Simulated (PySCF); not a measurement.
C₂H₉NO₂Si₂.
SMILES with atom numbers: `[SiH3:1][NH:2][SiH:3]1[O:4][CH2:5][CH2:6][O:7]1` (hydrogens: H8, H9, H10 on Si1; H11 on N2; H12 on Si3; H13, H14 on C5; H15, H16 on C6)

The same species was optimised twice, with GFN2-xTB and with PBE0-D3(BJ)/def2-SVP (PySCF), and the same property calculations (PySCF, gas phase) were run on both structures.

```json
{"coordinate": "Si3–O7 (Å)", "GFN2-xTB": "1.639", "PBE0-D3(BJ)/def2-SVP": "1.677", "change": "+0.038"}
{"coordinate": "Si3–O4 (Å)", "GFN2-xTB": "1.640", "PBE0-D3(BJ)/def2-SVP": "1.678", "change": "+0.038"}
{"coordinate": "O4–C5 (Å)", "GFN2-xTB": "1.395", "PBE0-D3(BJ)/def2-SVP": "1.414", "change": "+0.019"}
{"coordinate": "C6–O7 (Å)", "GFN2-xTB": "1.396", "PBE0-D3(BJ)/def2-SVP": "1.413", "change": "+0.017"}
{"coordinate": "Si1–N2 (Å)", "GFN2-xTB": "1.735", "PBE0-D3(BJ)/def2-SVP": "1.750", "change": "+0.015"}
{"coordinate": "C5–C6 (Å)", "GFN2-xTB": "1.544", "PBE0-D3(BJ)/def2-SVP": "1.536", "change": "-0.008"}
{"coordinate": "N2–Si3 (Å)", "GFN2-xTB": "1.714", "PBE0-D3(BJ)/def2-SVP": "1.712", "change": "-0.002"}
{"coordinate": "N2–Si3–O4 (°)", "GFN2-xTB": "112.0", "PBE0-D3(BJ)/def2-SVP": "107.1", "change": "-4.9"}
{"coordinate": "N2–Si3–O7 (°)", "GFN2-xTB": "113.9", "PBE0-D3(BJ)/def2-SVP": "118.5", "change": "+4.6"}
{"coordinate": "Si3–O7–C6 (°)", "GFN2-xTB": "112.1", "PBE0-D3(BJ)/def2-SVP": "110.2", "change": "-1.9"}
{"coordinate": "Si1–N2–Si3 (°)", "GFN2-xTB": "127.3", "PBE0-D3(BJ)/def2-SVP": "125.4", "change": "-1.9"}
{"coordinate": "Si3–O4–C5 (°)", "GFN2-xTB": "111.3", "PBE0-D3(BJ)/def2-SVP": "110.3", "change": "-1.0"}
{"coordinate": "C5–C6–O7 (°)", "GFN2-xTB": "108.1", "PBE0-D3(BJ)/def2-SVP": "107.1", "change": "-1.0"}
{"coordinate": "O4–Si3–O7 (°)", "GFN2-xTB": "96.7", "PBE0-D3(BJ)/def2-SVP": "95.7", "change": "-1.0"}
{"coordinate": "O4–C5–C6 (°)", "GFN2-xTB": "108.0", "PBE0-D3(BJ)/def2-SVP": "107.1", "change": "-0.9"}
{"coordinate": "Si1–N2–Si3–O4 (°)", "GFN2-xTB": "-50", "PBE0-D3(BJ)/def2-SVP": "-27", "change": "+23"}
```

Rotational constants: A = 3351, B = 1178, C = 1150 MHz (GFN2-xTB) against A = 3228, B = 1231, C = 1139 MHz (PBE0-D3(BJ)/def2-SVP). Point groups within 0.08 Å: C1 and C1.

On the GFN2-xTB structure: lowest singlet, TDDFT (eV) 6.77 [CAM-B3LYP/def2-SVPD]; isotropic polarisability (au) 82.8 [CAM-B3LYP/def2-SVPD]; HOMO (eV) -9.09 [CAM-B3LYP/def2-SVPD]; LUMO (eV) 0.96 [CAM-B3LYP/def2-SVPD]; dipole (D) 0.39 [CAM-B3LYP/def2-SVPD]; HOMO (eV) -7.62 [PBE0/pcSseg-1]; LUMO (eV) 0.49 [PBE0/pcSseg-1]; dipole (D) 0.39 [PBE0/pcSseg-1]; GIAO shielding of Si1 (ppm) 410.4 [PBE0/pcSseg-1]; GIAO shielding of N2 (ppm) 242.3 [PBE0/pcSseg-1]; GIAO shielding of Si3 (ppm) 371.5 [PBE0/pcSseg-1]; GIAO shielding of O4/O7 (mean) (ppm) 291.8 [PBE0/pcSseg-1]; GIAO shielding of C5/C6 (mean) (ppm) 121.0 [PBE0/pcSseg-1].

Question: What do these properties become on the PBE0-D3(BJ)/def2-SVP structure?

Answer: 
| property | level | on GFN2-xTB | on PBE0-D3(BJ)/def2-SVP | change |
| --- | --- | --- | --- | --- |
| lowest singlet, TDDFT (eV) | CAM-B3LYP/def2-SVPD | 6.77 | 6.81 | +0.04 |
| isotropic polarisability (au) | CAM-B3LYP/def2-SVPD | 82.8 | 85.2 | +2.4 |
| HOMO (eV) | CAM-B3LYP/def2-SVPD | -9.09 | -9.12 | -0.03 |
| LUMO (eV) | CAM-B3LYP/def2-SVPD | 0.96 | 0.98 | +0.02 |
| dipole (D) | CAM-B3LYP/def2-SVPD | 0.39 | 0.19 | -0.20 |
| energy, GFN2-xTB geometry as zero (kcal/mol) | CAM-B3LYP/def2-SVPD | 0.0 | -3.5 | -3.5 |
| HOMO (eV) | PBE0/pcSseg-1 | -7.62 | -7.67 | -0.05 |
| LUMO (eV) | PBE0/pcSseg-1 | 0.49 | 0.53 | +0.04 |
| dipole (D) | PBE0/pcSseg-1 | 0.39 | 0.27 | -0.12 |
| energy, GFN2-xTB geometry as zero (kcal/mol) | PBE0/pcSseg-1 | 0.0 | -3.5 | -3.5 |
| GIAO shielding of Si1 (ppm) | PBE0/pcSseg-1 | 410.4 | 405.6 | -4.8 |
| GIAO shielding of N2 (ppm) | PBE0/pcSseg-1 | 242.3 | 235.1 | -7.2 |
| GIAO shielding of Si3 (ppm) | PBE0/pcSseg-1 | 371.5 | 370.1 | -1.4 |
| GIAO shielding of O4/O7 (mean) (ppm) | PBE0/pcSseg-1 | 291.8 | 276.0 | -15.8 |
| GIAO shielding of C5/C6 (mean) (ppm) | PBE0/pcSseg-1 | 121.0 | 117.6 | -3.4 |

The heavy atoms differ by 0.172 Å rms after alignment. Among bonds between heavy atoms Si3–O4 and Si3–O7 change most and about equally (+0.038 Å). Changes are differences of the printed values. Neither structure is proved a minimum here.
